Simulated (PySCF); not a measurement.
Al(F)(Me)(NHMe) (C₂H₇AlFN), SMILES C[NH][Al]([CH3])[F].

Geometry optimised at B3LYP-D3(BJ)/def2-SVP. Other conformers were not sampled.

Two levels are set side by side: PBE/def2-TZVP (PySCF) and ωB97X/def2-TZVP (PySCF). Same geometry, gas phase. Differences are taken from unrounded values.

```
quantity                     ωB97X    PBE  PBE minus ωB97X
---------------------------  -----  -----  ---------------
orbital gap (eV)             11.17   4.72            -6.46
highest occupied level (eV)  -9.26  -5.50             3.76
lowest empty level (eV)       1.91  -0.79            -2.70
dipole moment (D)             2.03   2.04             0.01
mean polarisability (bohr³)   54.9   59.1              4.2
```

PBE's occupied levels lie high since its potential decays too fast outside the molecule; exact exchange lowers them and widens the gap. Loosely held outer electrons make PBE densities more polarisable. Differences between two approximate levels are no errors against the true value.

Rough cost on one machine, each run with all the roots and properties that it gave: ωB97X against PBE within a factor of 2.
